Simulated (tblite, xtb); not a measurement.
C₆H₅O (SMILES Oc1[c]cccc1), doublet, geometry from GFN2-xTB. Base run: GFN1-xTB run with xtb 6.7.1.

Here is a job for xtb.
```
$ xtb mol.xyz --gfn 1 --uhf 1 --json

# file mol.xyz
12

O      2.27676535    -0.48886203    -0.04083041
C      0.94645310    -0.22625118    -0.01441721
C      0.01914360    -1.22807427     0.13549520
C     -1.32490580    -1.04354997     0.17114835
C     -1.81577177     0.25806659     0.04719198
C     -0.92317777     1.30126057    -0.10586203
C      0.44091718     1.07286965    -0.13748392
H      2.77062526     0.33231355    -0.15259178
H     -2.00456455    -1.87330145     0.29162108
H     -2.88011935     0.43633204     0.07185845
H     -1.29012743     2.31292628    -0.20281411
H      1.13411206     1.89669740    -0.25786455
```

Programs used: tblite, xtb; a row that names a program was run with it.

Variants of this job, named by their change:

```json
[
 {"change": "base", "ΔE vs base (kcal/mol)": "0.000", "dipole (D)": "2.96", "SCF cycles": "10"},
 {"change": "acc = 1000", "ΔE vs base (kcal/mol)": "0.000", "dipole (D)": "2.97", "SCF cycles": "6"},
 {"change": "program = tblite; method = gfn1; option = --grad", "ΔE vs base (kcal/mol)": "0.000", "dipole (D)": "-", "SCF cycles": "-"},
 {"change": "program = tblite; method = gfn1; option = (--etemp, 2000)", "ΔE vs base (kcal/mol)": "-0.095", "dipole (D)": "-", "SCF cycles": "-"},
 {"change": "program = tblite; method = gfn1", "ΔE vs base (kcal/mol)": "0.000", "dipole (D)": "-", "SCF cycles": "-"},
 {"change": "etemp = 3000", "ΔE vs base (kcal/mol)": "-0.67", "dipole (D)": "3.08", "SCF cycles": "10"},
 {"change": "alpb = hexane", "ΔE vs base (kcal/mol)": "-5.58", "dipole (D)": "3.14", "SCF cycles": "10"},
 {"change": "acc = 0.1", "ΔE vs base (kcal/mol)": "0.000", "dipole (D)": "2.96", "SCF cycles": "11"}
]
```

ALPB and GBSA are two models with their own fitted parameters for each solvent, which aren't always the measured dielectric constant.
